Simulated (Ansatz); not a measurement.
The cluster P3Se. Charge 0, multiplicity 4. Geometry PBE-D4/def2-SVP; atoms count from 1.

```xyz
4

P     0.867   -0.985   -0.851
P    -0.087    1.373    0.744
P    -0.793    0.484   -1.190
Se    0.013   -0.872    1.297
```

At PBE0-D4/def2-TZVP a doublet of charge 0 lies 1.62 eV below the quartet, each at its own geometry. The structure comes from a short search, and lower isomers may exist.

Question: Estimate the Mulliken populations from the PBE0/def2-TZVP orbitals of Ansatz.

Answer: 
| atom | charge (e) | spin (α − β) |
| --- | --- | --- |
| P1 | 0.01 | 0.85 |
| P2 | 0.01 | 0.85 |
| P3 | -0.03 | 0.88 |
| Se4 | 0.02 | 0.43 |
Mulliken values depend strongly on the basis.

Question: Where does the spin sit?

Answer: Summed by element: P 2.57, Se 0.43, of 3 unpaired in all. Largest on single atoms: P3 0.88, P1 0.85, P2 0.85.

Question: And the Mayer bond orders between heavy atoms (over 0.3)?

Answer: P1–P3 1.10 (2.24 Å); P1–Se4 1.14 (2.31 Å); P2–P3 1.10 (2.24 Å); P2–Se4 1.14 (2.31 Å).
